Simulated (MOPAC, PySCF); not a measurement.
C2H5NO, SMILES `C1OCN1`, neutral singlet in the gas phase. 

Z-matrix (Å, degrees):
```
N
H 1 1.0117
C 1 1.4735 2 112.96
H 3 1.0941 1 114.22 2 -127.50
H 3 1.0970 4 109.78 1 -131.43
O 3 1.4371 4 111.69 5 -125.65
C 6 1.4371 3 89.06 4 -121.38
H 7 1.0941 6 111.69 3 121.38
H 7 1.0970 8 109.78 6 -125.65
```
Charge 0, multiplicity 1.

All levels are single points at this geometry (B3LYP-D3(BJ)/def2-TZVP); Pople sets use spherical d functions. Orbital energies aren't observables, and empty levels follow the basis.

HF/6-31G* in PySCF gives dipole (D) = 1.98.

**Question.** Estimate the dipole (D) from each of these levels: B3LYP-D3(BJ)/def2-TZVP in PySCF; PBE-D3(BJ)/def2-TZVP in PySCF; B3LYP/6-311+G** in PySCF; BP86/6-31G* in PySCF; M06-2X/6-31G* in PySCF; PBE/6-31G* in PySCF; SVWN5/6-31G* in PySCF; HF/3-21G in PySCF; AM1 in MOPAC; PM3 in MOPAC; PM6 in MOPAC; PM7 in MOPAC.

**Answer.** 
```json
[
 {"level": "B3LYP-D3(BJ)/def2-TZVP in PySCF", "dipole (D)": "1.74"},
 {"level": "PBE-D3(BJ)/def2-TZVP in PySCF", "dipole (D)": "1.67"},
 {"level": "B3LYP/6-311+G** in PySCF", "dipole (D)": "1.86"},
 {"level": "BP86/6-31G* in PySCF", "dipole (D)": "1.74"},
 {"level": "M06-2X/6-31G* in PySCF", "dipole (D)": "1.84"},
 {"level": "PBE/6-31G* in PySCF", "dipole (D)": "1.73"},
 {"level": "SVWN5/6-31G* in PySCF", "dipole (D)": "1.79"},
 {"level": "HF/3-21G in PySCF", "dipole (D)": "2.18"},
 {"level": "AM1 in MOPAC", "dipole (D)": "1.70"},
 {"level": "PM3 in MOPAC", "dipole (D)": "1.63"},
 {"level": "PM6 in MOPAC", "dipole (D)": "2.05"},
 {"level": "PM7 in MOPAC", "dipole (D)": "2.01"}
]
```
